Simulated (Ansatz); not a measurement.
Input for Ansatz (a program for electronic structure): U-B3LYP-D3(BJ)/def2-TZVP on CoHO (SMILES [OH][Co]), 2S+1 = 5, a spin state set in the input, which need not be the lowest.

Ansatz 0.2 input:
```yaml
crystal:
  periodic: [false, false, false]
  atoms:
    - {symbol: Co, position_ang: [-0.86015079, -0.65655018, -0.75906551]}
    - {symbol: O, position_ang: [0.36377633, -0.15428683, 0.23743414]}
    - {symbol: H, position_ang: [0.46320574, 0.85820861, 0.45131174]}
basis:
  gaussian:
    orbitals: def2-TZVP
hamiltonian:
  xc: b3lyp
  dispersion: d3bj
magnetization: {spin_polarized: true, initial_magnetization: 4}
relax: {f_tol: 0.005, max_steps: 120}
```

**Question.** Give the final energy of this run.

**Answer.** -1458.6405 hartree.

**Question.** How many basis functions does it have, and what does it roughly cost on one machine?

**Answer.** 82 functions; about 110 core-seconds (a rough figure).
